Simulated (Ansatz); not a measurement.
Bond stretch in Al2(mu-OMe)2(OH)4, C₂H₁₀Al₂O₆, singlet. The O3–C17 bond (O3 also carries Al, Al; C17 carries H, H, H) is pulled apart rigidly from the PBE0/def2-SVP optimised geometry.

RKS-PBE = Ansatz (a quantum-chemistry and plane-wave program) with restricted PBE/def2-SVP; UKS-PBE = unrestricted PBE/def2-SVP in Ansatz; RKS-PBE0 = restricted PBE0/def2-SVP (Ansatz); UKS-PBE0 = unrestricted PBE0/def2-SVP run with Ansatz.

Energies relative to the lowest point of each curve near equilibrium, in kcal/mol; the last columns give the difference from UKS-PBE0:

```tsv
R / Å	RKS-PBE	UKS-PBE	RKS-PBE0	UKS-PBE0	RKS-PBE − UKS-PBE0	UKS-PBE − UKS-PBE0	RKS-PBE0 − UKS-PBE0
1.17	44.7	44.7	42.5	42.5	2.3	2.3	0.0
1.23	23.1	23.1	21.2	21.2	1.9	1.9	0.0
1.34	3.6	3.6	2.8	2.8	0.9	0.9	0.0
1.38	1.0	1.0	0.5	0.5	0.4	0.4	0.0
1.42	0.0	0.0	0.0	0.0	0.0	0.0	0.0
1.45	0.1	0.1	0.5	0.5	-0.3	-0.3	0.0
1.52	2.7	2.7	3.8	3.8	-1.2	-1.2	0.0
1.59	7.4	7.4	9.5	9.5	-2.1	-2.1	0.0
1.73	20.5	20.5	24.3	24.3	-3.9	-3.9	0.0
1.87	35.3	35.3	41.0	41.0	-5.7	-5.7	0.0
2.06	54.9	54.9	63.0	63.0	-8.1	-8.1	0.0
2.34	79.2	79.2	90.9	90.4	-11.2	-11.2	0.4
2.63	97.2	95.1	112.9	105.7	-8.5	-10.6	7.2
2.99	111.0	103.0	131.9	112.8	-1.8	-9.8	19.1
3.44	119.9	106.4	145.8	115.0	4.9	-8.6	30.8
4.11	125.4	108.0	155.2	115.6	9.8	-7.5	39.6
```

RKS-PBE is furthest from UKS-PBE0 at 2.34 (-11.2 kcal/mol, below); its mean absolute difference over the points is 3.9 kcal/mol.

UKS-PBE is furthest from UKS-PBE0 at 2.34 (-11.2 kcal/mol, below); its mean absolute difference over the points is 4.7 kcal/mol.

RKS-PBE0 is furthest from UKS-PBE0 at 4.11 (39.6 kcal/mol, above); its mean absolute difference over the points is 6.1 kcal/mol.

The restricted form behind RKS-PBE, RKS-PBE0 keeps the bonding electrons paired and can't separate into open-shell fragments. The unrestricted determinant behind UKS-PBE is spin-contaminated at 2.63 to 4.11 Å (<S²> up to 0.9, against 0.00 for a pure singlet). The unrestricted determinant behind UKS-PBE0 is spin-contaminated at 2.34 to 4.11 Å (<S²> up to 1.0, against 0.00 for a pure singlet).
